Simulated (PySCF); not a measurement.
## SMILES COC1=CC=CC1=C1C=C1, C$_{9}$H$_{8}$O

Molfile (atoms numbered from 1):
```
C9H8O
     RDKit          3D

 18 19  0  0  0  0  0  0  0  0999 V2000
   -1.6770   -0.8276    0.0325 C   0  0  0  0  0  0  0  0  0  0  0  0
   -0.2863   -0.6836    0.0722 O   0  0  0  0  0  0  0  0  0  0  0  0
    0.1670    0.5529    0.3538 C   0  0  0  0  0  0  0  0  0  0  0  0
   -0.5047    1.7177    0.6149 C   0  0  0  0  0  0  0  0  0  0  0  0
    0.4927    2.7499    0.8517 C   0  0  0  0  0  0  0  0  0  0  0  0
    1.7478    2.2273    0.7377 C   0  0  0  0  0  0  0  0  0  0  0  0
    1.6003    0.8153    0.4182 C   0  0  0  0  0  0  0  0  0  0  0  0
    2.5522   -0.1193    0.2107 C   0  0  0  0  0  0  0  0  0  0  0  0
    2.9332   -1.4555   -0.0882 C   0  0  0  0  0  0  0  0  0  0  0  0
    3.9000   -0.5689    0.1151 C   0  0  0  0  0  0  0  0  0  0  0  0
   -1.8919   -1.8773   -0.2074 H   0  0  0  0  0  0  0  0  0  0  0  0
   -2.1362   -0.5761    1.0057 H   0  0  0  0  0  0  0  0  0  0  0  0
   -2.1273   -0.1788   -0.7405 H   0  0  0  0  0  0  0  0  0  0  0  0
   -1.5830    1.8644    0.6444 H   0  0  0  0  0  0  0  0  0  0  0  0
    0.2536    3.7883    1.0857 H   0  0  0  0  0  0  0  0  0  0  0  0
    2.6969    2.7473    0.8586 H   0  0  0  0  0  0  0  0  0  0  0  0
    2.6349   -2.4753   -0.3194 H   0  0  0  0  0  0  0  0  0  0  0  0
    4.9642   -0.3492    0.1691 H   0  0  0  0  0  0  0  0  0  0  0  0
  1  2  1  0
  2  3  1  0
  3  4  2  0
  4  5  1  0
  5  6  2  0
  6  7  1  0
  7  8  2  3
  8  9  1  0
  9 10  2  0
  7  3  1  0
 10  8  1  0
  1 11  1  0
  1 12  1  0
  1 13  1  0
  4 14  1  0
  5 15  1  0
  6 16  1  0
  9 17  1  0
 10 18  1  0
M  END
```

Computed, not measured: quadratic response CAM-B3LYP/aug-cc-pVDZ first hyperpolarisability, Taylor convention, gas phase in PySCF. Geometry: PBE0-D3(BJ)/def2-SVP.

(1) Give the tensor of the second harmonic β(−2ω;ω,ω) at 1907 nm in the axes of these coordinates.

Answers

(1) In au, Taylor convention; rows are the first index (the induced dipole):
|  | xx | yy | zz | xy | xz | yz |
| --- | --- | --- | --- | --- | --- | --- |
| x | -80.2 | -83.1 | +41.1 | -50.9 | -12.2 | -29.4 |
| y | -63.9 | -98.1 | -102.0 | -92.4 | -31.5 | +28.9 |
| z | -15.2 | +28.8 | -73.7 | -31.5 | +40.4 | -101.1 |

Norm of βᵢ = ⅓ Σⱼ (βᵢⱼⱼ + βⱼᵢⱼ + βⱼⱼᵢ): 291.4 au, hyper-Rayleigh value 126.6 au.
